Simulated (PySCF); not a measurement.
Compound: C5H10F2.
SMILES with atom numbers: `[CH3:1][CH2:2][CH2:3][C:4]([CH3:5])([F:6])[F:7]` (hydrogens: H8, H9, H10 on C1; H11, H12 on C2; H13, H14 on C3; H15, H16, H17 on C5)

Structure used (GFN2-xTB), in Å, numbered top down from 1:
```
atom  x, y, z in Å
C1     2.552   -0.093    0.335
C2     1.166   -0.704    0.486
C3     0.070    0.320    0.187
C4    -1.328   -0.271    0.338
C5    -2.457    0.700    0.034
F6    -1.488   -0.760    1.607
F7    -1.456   -1.371   -0.467
H8     2.679    0.743    1.020
H9     3.316   -0.834    0.552
H10    2.703    0.269   -0.680
H11    1.060   -1.550   -0.197
H12    1.037   -1.077    1.504
H13    0.172    0.688   -0.836
H14    0.153    1.166    0.871
H15   -2.378    1.038   -0.995
H16   -3.410    0.197    0.175
H17   -2.398    1.550    0.706
```

A PySCF run (density fitting, gas phase, GFN2-xTB geometry) gave HOMO -8.69 eV, LUMO 2.79 eV, dipole 1.94 D and E = -395.819 Eh.

Question: Which of these levels was it?
A. PBE0/6-31G*
B. HF/6-31G
C. PBE0/aug-cc-pVDZ

Answer: A. It is PBE0/6-31G*. All candidates on this geometry:

| level and settings | kind | basis functions | SCF cycles | E (Eh) | HOMO (eV) | LUMO (eV) | dipole (D) |
| --- | --- | --- | --- | --- | --- | --- | --- |
| PBE0/aug-cc-pVDZ, energy threshold 1e-08 Eh, fitting basis def2-qzvpp-jkfit | global hybrid | 251 | 8 | -395.8765 | -9.00 | -0.09 | 2.19 |
| PBE0/6-31G*, grid level 1, fitting basis def2-universal-jkfit | global hybrid | 118 | 10 | -395.8188 | -8.69 | 2.79 | 1.94 |
| HF/6-31G, start guess huckel | Hartree–Fock | 83 | 10 | -393.9242 | -12.66 | 6.01 | 2.87 |

The nearest other candidate, by the summed differences of HOMO and LUMO, is PBE0/aug-cc-pVDZ: its HOMO differs by -0.31 eV and its LUMO by -2.88 eV. All basis functions are spherical, in the Pople sets too.
